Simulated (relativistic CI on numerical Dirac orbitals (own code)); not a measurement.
Computed by Dirac-Coulomb-Breit CI, separate exchange-only KLI orbitals for each configuration, a model potential for QED, unscaled Slater integrals (own radial code, finite nucleus).

The strongest absorption lines from the ground level of an ion, among the configurations computed and to levels below about 588 eV (vacuum wavelength in nm, gf): 2.3209 (0.056), 2.4690 (0.07), 2.4900 (0.26), 2.5698 (1.2), 2.7835 (0.064), 14.522 (0.063), 18.465 (0.05), 21.644 (0.076).

Task: Which ion is it?
A. V XVIII
B. K XIV
C. K XII
D. K XVI

Result: B. K XIV has 6 electrons and the ground level 2s²2p² ³P0; the strongest line goes to 2s²2p3d ³D°1. The pattern of lines fixes the number of electrons, and along that sequence the line energies rise steadily with the charge (about as its square where n changes within one kind of shell, about linearly where n is kept but much faster in heavy ions where fine structure, which grows about as Z⁴, sets the gap, and irregularly where shells cross), which fixes Z. Configurations outside the model, such as inner-shell arrays, can give stronger lines. At this charge energies of transitions that change n are usually good to better than 1 %, and those within a shell (Δn = 0) to a few per cent.

LS names give the leading component of a level, which can be under half, so a name can repeat, a term be missing and a line seem to break the LS rules.
